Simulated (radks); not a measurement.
Results of a calculation; reference values are marked as such.
Ionisation of neutral selenium, [Ar] 3d10 4s2 4p4, to [Ar] 3d10 4s2 4p3 as the strength of local exchange is varied. Code: a radial shooting solver on a logarithmic mesh with Libxc functionals. Model: scalar-relativistic Kohn-Sham, Slater X-alpha exchange (alpha = 2/3 is LDA exchange), no correlation, spin-polarised, spherical densities, point nucleus; open shells are filled with parallel spins first.

alpha = 0.607: E(Se) (hartree) -2416.47082; exchange (hartree) -73.98293; IE (eV) 7.804; -e of the level emptied (eV) 4.067 (4p); <r> of it (bohr) 2.429
alpha = 0.667: E(Se) (hartree) -2423.80239; exchange (hartree) -81.54161; IE (eV) 8.247; -e of the level emptied (eV) 4.480 (4p); <r> of it (bohr) 2.387
alpha = 0.668: E(Se) (hartree) -2423.92477; exchange (hartree) -81.66796; IE (eV) 8.255; -e of the level emptied (eV) 4.487 (4p); <r> of it (bohr) 2.386
alpha = 0.731: E(Se) (hartree) -2431.64711; exchange (hartree) -89.65256; IE (eV) 8.736; -e of the level emptied (eV) 4.940 (4p); <r> of it (bohr) 2.344
alpha = 0.871: E(Se) (hartree) -2448.89500; exchange (hartree) -107.56887; IE (eV) 9.859; -e of the level emptied (eV) 6.014 (4p); <r> of it (bohr) 2.257

NIST Atomic Spectra Database: 9.752 eV (measured). The Delta-SCF value meets it near alpha = 0.86. Open shells are spherical and high-spin; term and fine-structure splittings are not resolved.
